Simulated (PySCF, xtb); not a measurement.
CH3F3OSi, SMILES C(F)[Si](F)(F)O.

xtb with GFN2-xTB at its own geometry gives an orbital gap of 7.71 eV and a dipole moment of 1.60 D.

Coordinates come from a ωB97X-D3(BJ)/def2-SVP optimisation. This is a generated structure with no PubChem entry under its InChIKey; it may be hypothetical. The values are those of a single conformer.

### Question
What does PBE/def2-TZVP run with PySCF give? (Estimate from the structure and the level; the computed values follow.)

### Answer
gap 7.04 eV (levels -7.86 and -0.82 eV), dipole 2.12 D.
